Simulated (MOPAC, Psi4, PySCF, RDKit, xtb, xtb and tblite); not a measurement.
Two geometries of C7H5NS, SMILES c1(C#N)c(S)cccc1, relaxed at GFN2-xTB with one dihedral held; other torsions can differ between them too.

Structure A

```
14

N      3.1522    -1.3909     0.1638
C      2.0851    -0.9749     0.1148
C      0.7641    -0.4770     0.0542
C     -0.3054    -1.3714     0.0174
C     -1.6017    -0.8999    -0.0419
C     -1.8374     0.4673    -0.0647
C     -0.7858     1.3639    -0.0287
C      0.5237     0.9047     0.0310
S      1.8964     2.0079     0.0784
H     -0.1006    -2.4314     0.0360
H     -2.4276    -1.5935    -0.0703
H     -2.8493     0.8405    -0.1109
H     -0.9799     2.4267    -0.0468
H      1.1644     3.1232     0.0370
```

Structure B

```
14

N      3.1290    -1.4333     0.1221
C      2.0690    -0.9998     0.0939
C      0.7492    -0.4913     0.0426
C     -0.3287    -1.3779     0.0285
C     -1.6203    -0.8918    -0.0329
C     -1.8486     0.4753    -0.0789
C     -0.7848     1.3618    -0.0607
C      0.5123     0.8840    -0.0032
S      1.8898     2.0370     0.0485
H     -0.1367    -2.4400     0.0651
H     -2.4519    -1.5797    -0.0434
H     -2.8583     0.8542    -0.1244
H     -0.9538     2.4275    -0.0880
H      1.9076     2.2592    -1.2661
```

Question: Which is lower in energy at the level B3LYP-D3(BJ)/def2-SVP // GFN2-xTB (Psi4 1.11), and by how much?

Answer: A is lower, by 10.25 kJ/mol (dihedral C3–C8–S9–H14: 180° in A, 100° in B).

E(B) − E(A) in kJ/mol at the other levels, on the same two geometries: GFN2-xTB (xtb and tblite) 16.82; MMFF94 // GFN2-xTB (RDKit) -3.78; B3LYP/def2-SVP // GFN2-xTB (Psi4) 10.03; PBE/def2-SVP // GFN2-xTB (Psi4) 13.20; PBE-D3(BJ)/def2-SVP // GFN2-xTB (Psi4) 13.28; UFF // GFN2-xTB (RDKit) -41.14; PM7, restricted, heats of formation // GFN2-xTB (MOPAC) 3.78; PM3, restricted, heats of formation // GFN2-xTB (MOPAC) 6.89; GFN1-xTB // GFN2-xTB (xtb) 21.09; restricted B3LYP/6-31G*, spherical d, density fitting // GFN2-xTB (PySCF) 9.81; restricted MP2 (frozen core)/3-21G // GFN2-xTB (PySCF) -5.01; restricted LDA (SVWN5)/6-31G*, spherical d, density fitting // GFN2-xTB (PySCF) 14.53; restricted Hartree-Fock/LANL2DZ, with its core potentials past Ne // GFN2-xTB (PySCF) -3.36.
